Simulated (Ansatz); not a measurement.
`C[N](C)[W]([OH])(=[S])=[S]` + CH₄ → `[CH3][W]([OH])(=[S])=[S]` + dimethylamine  (formal exchange of groups at a W–N bond)

Program: Ansatz. Geometries: PBE0-D4/def2-TZVP. ΔE: electronic, gas phase. CCSD(T)/CBS is the MP2 limit (def2-TZVPP, def2-QZVPP) plus CCSD(T) − MP2 in def2-TZVPP, frozen cores. This one scheme is used for every species. DFT in def2-TZVPP. def2 core potentials past Kr. For W outer-core shells are correlated without core-valence functions, which leaves a few kJ/mol of doubt a bond. One conformer a species, not always the lowest.

`C[N](C)[W]([OH])(=[S])=[S]`:

Cartesian coordinates in Å:
```
C -0.498 0.388 -1.631
N 0.101 0.160 -0.329
C 1.059 1.195 0.020
W -0.268 -1.309 0.848
O -1.528 -0.736 2.130
S -1.084 -2.905 -0.306
S 1.545 -1.894 1.809
H -1.028 1.347 -1.639
H -1.200 -0.404 -1.878
H 0.282 0.423 -2.401
H 1.867 1.226 -0.721
H 0.567 2.174 0.037
H 1.500 1.009 0.998
H -1.314 -0.673 3.064
```

CH₄:

Z-matrix (Å, degrees):
```
C
H 1 1.090
H 1 1.090 2 109.5
H 1 1.090 2 109.5 3 -120.0
H 1 1.090 2 109.5 3 120.0
```

`[CH3][W]([OH])(=[S])=[S]`:

Cartesian coordinates in Å:
```
C -1.163 -0.656 -0.203
W 0.672 0.358 -0.238
O 0.853 1.262 1.385
S 2.125 -1.151 -0.563
S 0.531 1.676 -1.897
H -1.966 0.072 -0.051
H -1.162 -1.383 0.615
H -1.340 -1.183 -1.143
H 1.449 1.006 2.095
```

`CNC`:

Z-matrix (Å, degrees):
```
C
N 1 1.445
H 1 1.094 2 109.4
H 1 1.092 2 110.0 3 117.9
H 1 1.104 2 114.0 3 -120.2
C 2 1.445 1 112.8 3 65.3
H 2 1.011 1 109.8 3 -171.9
H 6 1.104 2 114.0 1 54.9
H 6 1.094 2 109.4 1 -65.3
H 6 1.092 2 110.0 1 176.8
```

(1) Is it downhill or uphill in electronic energy at CCSD(T)/CBS, and by how much? (An estimate is asked.)

(2) What do these levels give: PBE-D4, r2SCANh-D4, CAM-B3LYP-D4, ωB97X-V, BLYP, LC-ωPBE, HF/def2-SVP, CCSD/def2-SVP, CCSD(T)/def2-SVP, MP2/def2-TZVPP, CCSD/def2-TZVPP, MP2/def2-QZVPP? (An estimate is asked.)

Largest T1 diagnostic among the species: 0.022, so the coupled-cluster value is less sure than usual.

Answers

(1) Ansatz gave: Uphill: ΔE = +25.8 kcal/mol.

(2) Ansatz gave: PBE-D4 25.9, r2SCANh-D4 25.6, CAM-B3LYP-D4 25.2, ωB97X-V 24.1, BLYP 23.7, LC-ωPBE 22.5, HF/def2-SVP 20.8, CCSD/def2-SVP 26.1, CCSD(T)/def2-SVP 28.2, MP2/def2-TZVPP 29.6, CCSD/def2-TZVPP 24.2, MP2/def2-QZVPP 29.3 kcal/mol.

At CCSD(T), def2-SVP lies +2.4 kcal/mol from the extrapolated value and def2-TZVPP +0.5 kcal/mol. From BLYP to BHLYP (50 % exact exchange), in def2-TZVPP and without D4, ΔE moves by −1.5 kcal/mol. Leaving LDA and LC-ωPBE aside and taking each functional with its dispersion term where it has one, the values, not all of them listed here, spread over 3.9 kcal/mol, from ωB97M-V to BLYP-D4. LDA lies +2.5 kcal/mol from PBE without D4.
